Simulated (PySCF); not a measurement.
CH₉GeN₃, SMILES [NH2][Ge]([CH3])([NH2])[NH2].

Geometry: PBE0-D3(BJ)/def2-SVP. One conformer was computed; it need not be the lowest.

The numbers are results of PBE0-D3(BJ)/def2-SVP in PySCF, not measurements.

Frequencies are harmonic and unscaled.

Computed harmonic wavenumbers and intensities:
```
mode  ν (cm⁻¹)  IR (km/mol)  moving atoms (share of kinetic energy)
----  --------  -----------  --------------------------------------
1           82          0.2                                  H 98 %
2          148          2.7                                  H 98 %
3          170          1.9                  N 52 %, H 26 %, C 20 %
4          184          6.0                  N 41 %, H 38 %, C 20 %
5          210          8.3                 H 60 %, N 21 %, Ge 13 %
6          215          3.9          N 43 %, H 28 %, Ge 20 %, C 9 %
7          236          3.9                 N 42 %, H 30 %, Ge 23 %
8          268         68.6                          H 58 %, N 33 %
9          280         15.4                          H 90 %, N 10 %
10         404        183.0                          H 79 %, N 21 %
11         477        342.8                          H 78 %, N 21 %
12         537         30.0                          H 60 %, N 40 %
13         615         14.0                 C 61 %, H 22 %, Ge 10 %
14         680         61.2                 N 61 %, H 26 %, Ge 11 %
15         692         55.3                 N 63 %, Ge 20 %, H 16 %
16         720         64.2                 N 63 %, Ge 20 %, H 17 %
17         748         16.7                          H 86 %, C 11 %
18         776         32.8                          H 77 %, C 17 %
19         851         44.1                   H 80 %, C 10 %, N 8 %
20         878         13.0                          H 82 %, N 17 %
21         893         62.7                          H 81 %, N 13 %
22        1255         22.1                          H 79 %, C 21 %
23        1432          3.6                                  H 96 %
24        1433          4.9                                  H 96 %
25        1526         30.2                          H 90 %, N 10 %
26        1549         10.2                           H 91 %, N 9 %
27        1551         47.0                           H 91 %, N 9 %
28        3068          4.1                                  H 97 %
29        3174          5.0                           H 91 %, C 9 %
30        3188          2.1                           H 91 %, C 9 %
31        3571          5.9                                  H 96 %
32        3572          6.4                                  H 96 %
33        3601         13.9                                  H 96 %
34        3671         19.6                           H 92 %, N 8 %
35        3671          0.4                           H 92 %, N 8 %
36        3713         24.1                           H 91 %, N 9 %
```
